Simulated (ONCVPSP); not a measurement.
# cobalt (Co): ONCV pseudisation with LDA (Perdew-Wang 92), scalar-relativistic reference atom.

ONCVPSP 4.0.1 input, shortened (lines: element, Z, core and valence counts, functional; n l f; lmax; l rc ep ncon nbas qcut; lloc lpopt rc5 dvloc0; l nproj debl; icmod fcfact rcfact), LDA (Perdew-Wang 92), scalar-relativistic:

```
  Co 27.00    3    4  -001012      upf
    1    0    2.00
    2    0    2.00
    2    1    6.00
    3    0    2.00
    3    1    6.00
    3    2    7.00
    4    0    2.00
    2
    0    1.15    0.00    3    7   13.50
    1    1.05    0.00    4    8   11.90
    2    1.40    0.00    3    8   10.10
    4    5    0.80    0.00
    0    2    1.30
    1    2    3.60
    2    1    2.70
    0    0.00    0.00
```

All-electron outer shells of the reference configuration (LDA (PZ), scalar-relativistic, ld1.x):

| shell | level (eV) | outermost node (bohr) | outermost maximum (bohr) |
| --- | --- | --- | --- |
| 2p | -769.46 | – | 0.17 |
| 3s | -101.87 | 0.31 | 0.67 |
| 3p | -65.51 | 0.28 | 0.68 |
| 3d | -8.46 | – | 0.66 |
| 4s | -5.68 | 0.96 | 2.29 |

What the tests gave:

* Cutoffs needed: 56 Ha and 67 Ha (the cutoffs (Ha) at which the residual kinetic energy of the hardest occupied pseudo-wave falls to 1 and 0.1 mHa per electron)
* Ghost test: no bound ghost flagged; no localised positive-energy state flagged
* Largest excitation error: -15 meV (all-electron minus pseudo) for 3s2 3p6 3d6 4s0, out of 4 test configurations

Generation and tests took about 3.8 s on one core of a shared server CPU.
